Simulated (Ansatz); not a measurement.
**Question.** Name a neutral molecule of C, N, Si and H with LUMO energy (ωB97M-V/def2-TZVPP) between 1.45 and 1.75 eV and HOMO–LUMO gap (PBE0/def2-TZVPP) between 5.60 and 5.90 eV (Ansatz, PBE0-D4/def2-TZVP geometry).

**Answer.** `C[SiH]1C=N1` (1.63 eV, 5.81 eV). Other molecules can fit too; these were computed, each in one conformer that needn't be the lowest.
